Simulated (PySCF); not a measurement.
C2H6CdS, SMILES C[S][Cd][CH3].

Geometry optimised at B3LYP-D3(BJ)/def2-SVP. The structure was generated by enumeration; whether it is a known compound was not checked. The def2 effective core potentials stand for the cores of Cd; spin–orbit coupling is left out. The values are those of a single conformer.

Calculation: C-PCM-M06-2X/def2-SVP (PySCF 2.14.0).

The values are the electrostatic part of the solvation free energy, E(continuum) − E(gas) at the gas-phase geometry, in a cavity of scaled van der Waals radii (PySCF's table); cavitation and dispersion terms are not included. A continuum can't describe solvent molecules that bind to the metal. In vacuum the orbital gap is 7.17 eV. The dipole moment in vacuum is 2.02 D.

Computed values in water (ε = 78.36), benzene (ε = 2.27), chloroform (ε = 4.71):
| solvent | ε | ΔG(elec) (kcal/mol) | dipole (D) | gap (eV) |
|---|---|---|---|---|
| water | 78.36 | -11.1 | 2.82 | 7.96 |
| benzene | 2.27 | -5.7 | 2.42 | 7.57 |
| chloroform | 4.71 | -8.5 | 2.62 | 7.77 |
